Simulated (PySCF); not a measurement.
C5H13BO (SMILES CB(O)C(C)(C)C), singlet, geometry from GFN2-xTB, atoms displaced at random by about 0.08 Å a coordinate; DF-B3LYP/STO-3G, gradient (PySCF).

PySCF was given this input:
```python
from pyscf import gto, scf, dft

mol = gto.Mole()
mol.atom = '''
    B     0.61943933   -0.81823351   -0.06810045
    C     0.31427465   -2.09199702    0.39514539
    H     0.83408095   -3.03003650    0.08478281
    H    -0.67672822   -2.32841327    0.55591959
    H     0.66793280   -2.11373069    1.50256430
    O     1.81983255   -0.61627740   -0.88528137
    H     1.94077805    0.20953143   -1.10717588
    C    -0.39551010    0.46127918   -0.00549155
    C     0.35083140    1.69041832   -0.39097344
    C    -1.65438567    0.26171687   -0.80419492
    C    -0.79448710    0.65165137    1.36691825
    H    -0.43149242    2.55619456   -0.38780354
    H     0.53138498    1.80275949   -1.57141164
    H     1.14808357    2.08826183   -0.01305390
    H    -1.49096620    0.13484133   -1.73221130
    H    -2.15684380   -0.53644486   -0.25085799
    H    -2.36525059    1.17374761   -0.46915142
    H    -1.32462936   -0.23687722    1.97738724
    H     0.17136736    1.00377157    2.22168895
    H    -1.24325898    1.57048474    1.57819336
'''
mol.basis = 'sto-3g'
mol.verbose = 4
mol.build()

mf = dft.RKS(mol)
mf.xc = 'b3lyp'
mf = mf.density_fit(auxbasis='def2-universal-jkfit')
mf.kernel()
g = mf.nuc_grad_method()
grad = g.kernel()
```

**Question.** What does PySCF print? Leave out banner, timings and long lists.

**Answer.** 
```
PySCF version 2.14.0

[INPUT] verbose = 4
[INPUT] num. atoms = 20
[INPUT] num. electrons = 56
[INPUT] charge = 0
[INPUT] spin (= nelec alpha-beta = 2S) = 0
[INPUT] symmetry False subgroup None
[INPUT] Mole.unit = angstrom
[INPUT] Symbol           X                Y                Z      unit          X                Y                Z       unit  Magmom
[...]
nuclear repulsion = 319.868913035783
number of shells = 34
number of NR pGTOs = 144
number of NR cGTOs = 48
basis = sto-3g
ecp = {}

******** <class 'pyscf.df.df_jk.DFRKS'> ********
method = DFRKS
initial guess = minao
damping factor = 0
level_shift factor = 0
DIIS = <class 'pyscf.scf.diis.CDIIS'>
diis_start_cycle = 1
diis_space = 8
diis_damp = 0
SCF conv_tol = 1e-09
SCF conv_tol_grad = None
SCF max_cycles = 50
direct_scf = False
XC library pyscf.dft.libxc version 7.1.2
    S. Lehtola, C. Steigemann, M. J. T. Oliveira, and M. A. L. Marques,  SoftwareX 7, 1–5 (2018)
XC functionals = b3lyp
    P. J. Stephens, F. J. Devlin, C. F. Chabalowski, and M. J. Frisch,  J. Phys. Chem. 98, 11623 (1994)
radial grids:
    Treutler-Ahlrichs [JCP 102, 346 (1995); DOI:10.1063/1.469408] (M4) radial grids

becke partition: Becke, JCP 88, 2547 (1988); DOI:10.1063/1.454033
pruning grids: <function nwchem_prune>
grids dens level: 3
symmetrized grids: False
atomic radii adjust function: <function treutler_atomic_radii_adjust>
small_rho_cutoff = 0
Set gradient conv threshold to 3.16228e-05
Initial guess from minao.
tot grids = 226224
******** <class 'pyscf.df.df.DF'> ********
auxbasis = def2-universal-jkfit
init E= -295.413830799457
[...]
cycle= 1 E= -294.477614364103  delta_E= 0.936  |g|= 0.54  |ddm|= 5.29
[...]
cycle= 2 E= -294.287144044124  delta_E= 0.19  |g|= 1.01  |ddm|= 1.87
[...]
cycle= 3 E= -294.574207508463  delta_E= -0.287  |g|= 0.143  |ddm|= 1.24
[...]
cycle= 4 E= -294.580770372217  delta_E= -0.00656  |g|= 0.0317  |ddm|= 0.225
[...]
cycle= 5 E= -294.581069729662  delta_E= -0.000299  |g|= 0.00799  |ddm|= 0.046
[...]
cycle= 6 E= -294.581090996231  delta_E= -2.13e-05  |g|= 0.00166  |ddm|= 0.0123
[...]
cycle= 7 E= -294.581091909682  delta_E= -9.13e-07  |g|= 0.00023  |ddm|= 0.0025
[...]
cycle= 8 E= -294.58109192671  delta_E= -1.7e-08  |g|= 6.3e-05  |ddm|= 0.000385
[...]
cycle= 9 E= -294.581091927925  delta_E= -1.22e-09  |g|= 1.94e-05  |ddm|= 8.11e-05
[...]
cycle= 10 E= -294.58109192804  delta_E= -1.15e-10  |g|= 3.39e-06  |ddm|= 2.76e-05
[...]
Extra cycle  E= -294.581091928041  delta_E= -1.59e-12  |g|= 3.06e-06  |ddm|= 8.86e-06
converged SCF energy = -294.581091928041

******** <class 'pyscf.df.grad.rks.Gradients'> for <class 'pyscf.df.df_jk.DFRKS'> ********
unit = Eh/Bohr
grid_response = False
--------------- DFRKS gradients ---------------
         x                y                z
0 B    -0.0877693563    -0.1463672692     0.1346361005
1 C    -0.0445989693     0.1474016557    -0.1095821164
2 H     0.0047521551    -0.0177881258     0.0157100664
3 H     0.0644963556     0.0113598709     0.0026231665
4 H     0.0068904794    -0.0081743945     0.0250617864
5 O     0.0829692487     0.2579431280    -0.1118991924
6 H    -0.0237211412    -0.2353425645     0.0592368333
7 C    -0.0709149008     0.0496746442     0.0125600767
8 C     0.1490813654    -0.0644599652     0.1789166909
9 C     0.0875455261    -0.0683830449    -0.2037523151
10 C    -0.0570041848     0.0236293678    -0.2060252957
11 H    -0.0261679719     0.0244927790    -0.0150316898
12 H     0.0003404169     0.0235509440    -0.0506334009
13 H    -0.1236161950    -0.0368879706    -0.0794989587
14 H    -0.0158823825     0.0229941356     0.1733065114
15 H     0.0052145856     0.0174976381     0.0203651263
16 H    -0.0343818446     0.0378866166     0.0395871138
17 H    -0.0206251783    -0.0439626133     0.0404125576
18 H     0.0495822915     0.0436328018     0.0676792688
19 H     0.0538108889    -0.0387735547     0.0063664596
----------------------------------------------
```
